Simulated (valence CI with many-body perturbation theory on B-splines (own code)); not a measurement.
**Energy levels of Ba⁵⁰⁺**

Calculated by configuration interaction combined with many-body perturbation theory (CI+MBPT): four valence electrons over a frozen Dirac-Fock core [He], radial functions for each j: 11 s, 11 p, 10 d, 8 f, 5 g, 2 h, with the one-electron correlation potential Σ1, the two-electron term Σ2, the three-electron term Σ3, Breit, model QED; selected CI, second order for the rest, scaled by the run's own slope (own B-spline code, finite nucleus).

The last digits are not significant, and no measured levels were compared; by estimate large intervals hold to a few tenths of a per cent, small ones and those within an open d or f shell to about a per cent. Among the levels kept, up to 910 cm⁻¹ of a level comes from second order outside the variational space, and about a tenth of that is noise between levels of different J, which matters for small intervals.

Levels 181 to 208 of 208, with energies above the lowest level, (2s^2 2p1/2^2) J=0. "Leading %" is the weight of the configuration and term that name the level; weights of strongly mixed levels are sums over their largest components and can fall short. In the jj column 3d3/2^4 stands for four electrons in 3d with j = 3/2.

```
No.  Configuration  Term  J  E (Ry)  Leading %   Second component      g                  Leading jj
181         2p3 3p    3D  1  500.12         55     18 % 2p3 3p 1P  0.653  2p1/2 2p3/2^2 3p1/2 (75 %)
182      2s 2p2 3d    3F  4  500.15         66  15 % 2s 2p2 3d 1G  1.184     2s 2p3/2^2 3d5/2 (97 %)
183      2s 2p2 3d    3D  3  500.32         78   5 % 2s 2p2 3d 3F  1.285     2s 2p3/2^2 3d5/2 (97 %)
184      2s 2p2 3d    3D  3  500.70         46  26 % 2s 2p2 3d 1F  1.220     2s 2p3/2^2 3d5/2 (96 %)
185      2s 2p2 3d    1D  2  501.16         52  27 % 2s 2p2 3d 3D  1.066     2s 2p3/2^2 3d5/2 (94 %)
186      2s 2p2 3d    3P  1  501.37         40  26 % 2s 2p2 3d 1P  1.196     2s 2p3/2^2 3d5/2 (93 %)
187         2p3 3p    3P  0  502.19         64     35 % 2p3 3p 1S         2p1/2 2p3/2^2 3p1/2 (94 %)
188      2s 2p2 3d    1D  2  502.28         42  25 % 2s 2p2 3d 3P  1.120     2s 2p3/2^2 3d5/2 (91 %)
189         2p3 3p    5P  3  504.13         54     24 % 2p3 3p 3F  1.384  2p1/2 2p3/2^2 3p3/2 (99 %)
190         2p3 3p    3P  2  504.27         38     29 % 2p3 3p 3D  1.418  2p1/2 2p3/2^2 3p3/2 (98 %)
191         2p3 3p    3P  0  504.38         98                            2p1/2 2p3/2^2 3p3/2 (94 %)
192         2p3 3p    1P  1  505.30         46     28 % 2p3 3p 3D  0.992  2p1/2 2p3/2^2 3p3/2 (97 %)
193         2p3 3p    3D  3  505.65         68     29 % 2p3 3p 1F  1.213  2p1/2 2p3/2^2 3p3/2 (99 %)
194         2p3 3p    3F  4  505.71         98                     1.233  2p1/2 2p3/2^2 3p3/2 (98 %)
195         2p3 3p    3P  1  507.24         76     16 % 2p3 3p 1P  1.437  2p1/2 2p3/2^2 3p3/2 (99 %)
196         2p3 3p    1D  2  508.09         51     28 % 2p3 3p 3P  1.151  2p1/2 2p3/2^2 3p3/2 (99 %)
197         2p3 3d   5D°  1  508.48         44    42 % 2p3 3d 3D°  1.011  2p1/2 2p3/2^2 3d3/2 (98 %)
198         2p3 3d   3F°  2  508.59         40    38 % 2p3 3d 5D°  1.075  2p1/2 2p3/2^2 3d3/2 (98 %)
199         2p3 3d   5D°  0  508.65         53    28 % 2p3 3d 1S°         2p1/2 2p3/2^2 3d3/2 (97 %)
200         2p3 3d   3G°  3  508.99         38    23 % 2p3 3d 5D°  1.091  2p1/2 2p3/2^2 3d3/2 (97 %)
201         2p3 3p    3P  1  509.18         49     29 % 2p3 3p 3S  1.489  2p1/2 2p3/2^2 3p3/2 (99 %)
202         2p3 3p    3D  2  509.38         47     34 % 2p3 3p 1D  1.145  2p1/2 2p3/2^2 3p3/2 (98 %)
203         2p3 3d   3G°  4  509.97         56    32 % 2p3 3d 1G°  1.044  2p1/2 2p3/2^2 3d3/2 (99 %)
204         2p3 3d   5D°  4  510.67         53    22 % 2p3 3d 1G°  1.282  2p1/2 2p3/2^2 3d5/2 (98 %)
205         2p3 3d   3D°  3  510.80         48    26 % 2p3 3d 3F°  1.265  2p1/2 2p3/2^2 3d5/2 (95 %)
206         2p3 3d   3D°  3  510.90         44    28 % 2p3 3d 3F°  1.188  2p1/2 2p3/2^2 3d3/2 (93 %)
207         2p3 3d   3P°  2  510.94         38    24 % 2p3 3d 3D°  1.227  2p1/2 2p3/2^2 3d3/2 (91 %)
208         2p3 3d   3D°  1  511.24         29    28 % 2p3 3d 3S°  1.210  2p1/2 2p3/2^2 3d3/2 (74 %)
```

Where two levels of one J and parity lie close, their mixing, g and order are uncertain.
